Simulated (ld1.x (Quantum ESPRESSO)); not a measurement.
Configuration tests for lead (Pb) (TM semilocal)

Pb (Z = 82), norm-conserving Troullier–Martins (semilocal form), made with ld1.x (Quantum ESPRESSO) 7.5 (PBE, scalar-relativistic). Core [Xe] 4f14, reference 5d10 6s2 6p2. Waves: 6s (bound): rc 1.80 bohr; 5d (bound): rc 1.20 bohr; 6p (bound): rc 1.90 bohr. Local part: the p channel. Core correction: a·sin(br)/r model core inside 0.55 bohr.

Energies are relative to the spin-unpolarised reference configuration 5d10 6s2 6p2; without spin polarisation the order of configurations can differ from experiment.

Question: Give the all-electron excitation energy and the error of the potential for: 5d10 6s2 6p1; 5d10 6s2 6p0; 5d10 6s1 6p0; 5d9 6s2 6p2; 5d10 6s2 6p2.3; 5d9 6s2 6p3; 5d10 6s0 6p4.

Answer:

```tsv
valence configuration	charge	ΔE all-electron (eV)	error AE − PS (meV)
5d10 6s2 6p1	+1	6.575	-1.8
5d10 6s2 6p0	+2	20.020	-12
5d10 6s1 6p0	+3	52.430	-39
5d9 6s2 6p2	+1	27.163	-15
5d10 6s2 6p2.3	-0.3	-0.799	+0.4
5d9 6s2 6p3	0	19.325	-50
5d10 6s0 6p4	0	17.835	-5.0
```
